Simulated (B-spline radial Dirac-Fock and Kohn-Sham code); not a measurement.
Photoemission from Ti at 6000 eV, detector at θ = 30°, φ = 0°

System: the free titanium atom, 1s2 2s2 2p6 3s2 3p6 3d2 4s2. These are calculated numbers from a radial finite-basis atomic code; the model is Dirac-Hartree-Slater photoionisation with a Latter tail; cross sections with all multipoles, angular parameters from the dipole term and its interference with E2. Thresholds are tabulated edges, those marked * orbital energies of the model. For linearly polarised light dσ/dΩ = σ/(4π) [1 + β P₂(cos θ) + (δ + γ cos²θ) sin θ cos φ], with θ from the polarisation vector and φ the angle between the beam and the projection of the electron momentum on the plane normal to the polarisation. The dipole factor is 1 + βP₂ and the non-dipole term is the rest of the bracket. Open shells are filled statistically over j.

```
subshell  threshold (eV)    σ (kb)     β     γ      δ  dipole factor  non-dipole term  dσ/dΩ (kb/sr)
      1s          4966.0      30.8  2.00  0.40  0.000          2.250           +0.148           5.87
      2s           560.9      2.07  2.00  1.11  0.000          2.250           +0.414          0.440
   2p1/2           460.2     0.448  0.82  1.12  0.155          1.512           +0.499         0.0717
   2p3/2           453.8     0.847  0.81  1.12  0.156          1.508           +0.499          0.135
      3s          67.83*     0.283  2.00  1.16  0.000          2.250           +0.435         0.0605
   3p1/2          44.32*    0.0539  0.78  1.11  0.156          1.486           +0.493        0.00848
   3p3/2          43.61*     0.102  0.77  1.10  0.157          1.480           +0.491         0.0160
   3d3/2           7.66*  0.000232  0.32  0.78  0.402          1.203           +0.494       3.13e-05
   3d5/2           7.60*  0.000337  0.33  0.78  0.403          1.206           +0.496       4.56e-05
      4s           6.03*    0.0197  2.00  1.17  0.000          2.250           +0.437        0.00421
```
